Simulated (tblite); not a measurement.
Compound: C5H12OSSi.
Z-matrix (Å and degrees, GFN2-xTB geometry), rows numbered from 1:
```
C 
C   1  1.3226
Si  2  1.8755  1  123.98
S   3  2.1686  2  110.57  1    90.65
O   3  1.6089  2  105.83  1  -153.17
C   5  1.4027  3  131.65  2  -144.00
C   6  1.5266  5  112.83  3   -88.24
C   7  1.5230  6  112.90  5    76.99
H   1  1.0792  2  122.65  3  -179.23
H   1  1.0782  2  121.65  3     1.10
H   2  1.0831  1  118.61  3   179.11
H   3  1.4615  2  113.61  1   -28.67
H   4  1.3221  3   96.71  2   -53.17
H   6  1.0960  5  109.61  3    34.55
H   6  1.0952  5  105.87  3   151.69
H   7  1.0916  6  107.73  5  -162.06
H   7  1.0917  6  108.34  5   -45.19
H   8  1.0875  7  110.33  6   177.42
H   8  1.0878  7  110.42  6    57.37
H   8  1.0866  7  110.90  6   -62.58
```

Computed with GFN2-xTB (tblite): harmonic, unscaled wavenumbers at the GFN2-xTB geometry, gas phase. Errors from tens to a few hundred cm⁻¹ against measured bands are possible. Modes of hydrogen on silicon and sulfur can be 10 to 20 % off. One conformer, not necessarily the lowest.

Harmonic wavenumbers (cm⁻¹): 30.6, 37.1, 50.2, 76.3, 118.5, 124.8, 168.1, 187.8, 210.4, 279.2, 316.6, 350.4, 449.7, 461.8, 515.8, 658.5, 680.4, 706.4, 731.0, 769.1, 835.8, 917.6, 920.7, 934.0, 1009.1, 1024.4, 1062.2, 1112.4, 1140.0, 1162.2, 1241.6, 1262.7, 1271.1, 1338.5, 1353.9, 1415.3, 1423.6, 1469.4, 1473.6, 1498.4, 1501.3, 1676.1, 2248.6, 2489.0, 2917.3, 2935.5, 2981.8, 2991.0, 3036.5, 3036.7, 3038.6, 3053.3, 3078.9, 3101.1.

A = 2146, B = 834.4, C = 691.7 MHz; mass 148.038 u (most abundant isotopes); point group C1, symmetry number 1.

**Question.** Zero-point energy?

**Answer.** ½Σν̃ = 34437 cm⁻¹ = 98.46 kcal/mol.

**Question.** What is S at 200 K and 1 bar for an ideal gas of classical rigid rotors and harmonic oscillators?

**Answer.** Translation 38.93, rotation 28.75, vibration 29.75: S = 97.4 cal/(mol K).

**Question.** And Cp and H(200 K) − H(0)?

**Answer.** Cp = 33.61 cal/(mol K), of which vibrations give 25.66 (their classical limit is 54 R = 107.3); H(200 K) − H(0) = 4.52 kcal/mol without the zero-point energy, 2.93 from vibrations.

**Question.** What must be added to the electronic energy to get the Gibbs energy at 200 K and 1 bar?

**Answer.** ZPE + [H(200 K) − H(0)] − T·S = 98.46 + 4.52 − 19.49 = 83.49 kcal/mol.

**Question.** Which modes carry the vibrational entropy at 200 K?

**Answer.** 30.6 cm⁻¹: 5.00; 37.1 cm⁻¹: 4.62; 50.2 cm⁻¹: 4.02; 76.3 cm⁻¹: 3.20; 118.5 cm⁻¹: 2.36; 124.8 cm⁻¹: 2.27 cal/(mol K); the other 48 give 8.28 together.

**Question.** How do the functions run with temperature in this model?

**Answer.** 
| T (K) | S (cal/(mol K)) | Cp (cal/(mol K)) | H − H(0) (kcal/mol) | G − H(0) (kcal/mol) | ln q(vib) |
| --- | --- | --- | --- | --- | --- |
| 150 | 88.5 | 28.8 | 2.96 | -10.31 | 5.68 |
| 250 | 105.5 | 38.5 | 6.33 | -20.04 | 9.38 |
| 298.15 | 112.6 | 43.3 | 8.29 | -25.29 | 11.03 |
| 400 | 126.7 | 53.0 | 13.21 | -37.49 | 14.34 |
| 600 | 151.3 | 68.2 | 25.41 | -65.36 | 20.36 |
| 900 | 182.0 | 83.3 | 48.31 | -115.51 | 28.51 |

q(vib) and H(0) count from the zero-point level.

**Question.** Blend soft modes into free rotors: weight 1/[1 + (100 cm⁻¹/ν̃)⁴] for the oscillator and the rest for a rotor with moment μB/(μ + B), μ = h/(8π²ν), B = 10⁻⁴⁴ kg m². What vibrational entropy results?

**Answer.** 26.11 cal/(mol K) in place of 29.75, which changes −T·S at 200 K by +0.73 kcal/mol.

Hindered rotation and anharmonicity are outside this model. Other conformers, if any are populated, would add a mixing term that is left out. The structure is chiral; the term R ln 2 for an equal mix with its mirror image is left out.
